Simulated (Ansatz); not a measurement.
C4H3F7 can be A, `FC(F)C(F)(F)CC(F)(F)F`, or B, `FC(F)C(F)C(F)(F)C(F)F`.

Isolated molecules relaxed with PBE0-D4/def2-TZVP in Ansatz; ΔE leaves out vibrations. CBS: MP2 limit from def2 TZ/QZ plus the TZ coupled-cluster correction, frozen cores. Functionals use def2-TZVPP. Each species was taken in one conformer, which may not be the lowest.

A:

Z-matrix (Å, degrees):
```
C
F 1 1.342
C 1 1.536 2 109.0
F 1 1.350 2 108.5 3 -118.5
H 1 1.092 2 109.2 3 122.4
F 3 1.352 1 107.1 2 65.3
F 3 1.352 1 108.1 2 -50.2
C 3 1.516 1 115.9 2 -170.4
C 8 1.510 3 116.9 1 -62.2
H 8 1.091 3 107.1 1 176.9
H 8 1.090 3 108.5 1 60.0
F 9 1.342 8 112.1 3 60.7
F 9 1.333 8 112.8 3 -60.5
F 9 1.336 8 109.6 3 179.6
```

B:

```xyz
14

F    -0.5783    1.8120    2.1320
C     0.0446    1.3448    1.0352
F    -0.5368    1.9175   -0.0492
C    -0.1393   -0.1632    0.9730
F     0.5002   -0.6860    2.0610
C     0.4594   -0.8112   -0.2776
F     1.7401   -0.3970   -0.4372
F     0.4756   -2.1401   -0.0857
C    -0.2867   -0.5170   -1.5891
F     0.2003   -1.3208   -2.5468
F    -1.5964   -0.7962   -1.4179
H     1.0974    1.6375    1.0721
H    -1.2048   -0.4034    1.0297
H    -0.1754    0.5232   -1.8995
```

Problem. Which is lower in electronic energy at CCSD(T)/CBS, and by how much? (Best estimate.)

Solution. Ansatz gave: A, by 18.5 kcal/mol.

Problem. Give E(B) − E(A) in kcal/mol with MP2/def2-TZVPP, PBE0-D4, CCSD(T)/def2-SVP, r2SCAN-D4, CCSD/def2-TZVPP, ωB97M-V, CCSD(T)/def2-TZVPP. (An estimate is asked.)

Solution. The calculation gave: MP2/def2-TZVPP 19.8, PBE0-D4 19.3, CCSD(T)/def2-SVP 21.2, r2SCAN-D4 19.8, CCSD/def2-TZVPP 18.7, ωB97M-V 19.1, CCSD(T)/def2-TZVPP 18.8. None reverses the order clearly.

Problem. Does the order hold for the free energy at 298.15 K (harmonic terms from PBE0-D4)? (An estimate is asked.)

Solution. The calculation gave: Yes: G(B) − G(A) = +18.7 kcal/mol, for one conformer each. Modes under 60 cm⁻¹, often nearly free rotors, make the harmonic entropy too high.

Largest T1 diagnostic: 0.012.

From PBE to PBE0 (25 % exact exchange), in def2-TZVPP and without D4, E(B) − E(A) moves by +0.9 kcal/mol. At CCSD(T), def2-SVP lies +2.6 kcal/mol from the extrapolated value and def2-TZVPP +0.3 kcal/mol.
